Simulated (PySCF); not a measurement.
C2H7FOSi2, SMILES C[Si@H](F)C(=O)[SiH3].

Coordinates come from a B3LYP-D3(BJ)/def2-SVP optimisation. The structure was generated by enumeration; whether it is a known compound was not checked. One conformer was computed; it need not be the lowest.

Two levels are set side by side: PBE/def2-TZVP (PySCF) and M06-2X/def2-TZVP (PySCF). Same geometry, gas phase. Differences are taken from unrounded values.

```
quantity                       PBE
---------------------------  -----
orbital gap (eV)              2.03
highest occupied level (eV)  -5.22
lowest empty level (eV)      -3.19
dipole moment (D)             1.14
mean polarisability (bohr³)   84.4
```

**Question.** These are the PBE values. What does M06-2X give? (An estimate is asked for; the answer gives what the named calculation found.)

**Answer.** 
```
quantity                     M06-2X  PBE minus M06-2X
---------------------------  ------  ----------------
orbital gap (eV)               6.81             -4.78
highest occupied level (eV)   -7.84              2.62
lowest empty level (eV)       -1.03             -2.16
dipole moment (D)              1.06              0.08
mean polarisability (bohr³)    78.2               6.2
```

PBE's occupied levels lie high since its potential decays too fast outside the molecule; exact exchange lowers them and widens the gap. PBE's more diffuse valence density responds more strongly to a field. Differences between two approximate levels are no errors against the true value.

Rough cost on one machine, each run with all the roots and properties that it gave: M06-2X against PBE about 4 times.
